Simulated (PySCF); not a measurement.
FS, SMILES F[S], multiplicity 2. The structure is a stationary point at PBE0-D3(BJ)/def2-TZVPD.

Task: Give the equilibrium geometry at PBE0-D3(BJ)/def2-TZVPD (PySCF confirms it by a frequency run) as Cartesian coordinates in Å, and its point group. (An estimate is asked for; the answer gives what the named calculation found.)

Result: point group C∞v.
```xyz
2

S      0.0000     0.0000    -0.5742
F      0.0000     0.0000     1.0207
```
Charge 0, spin multiplicity 2.
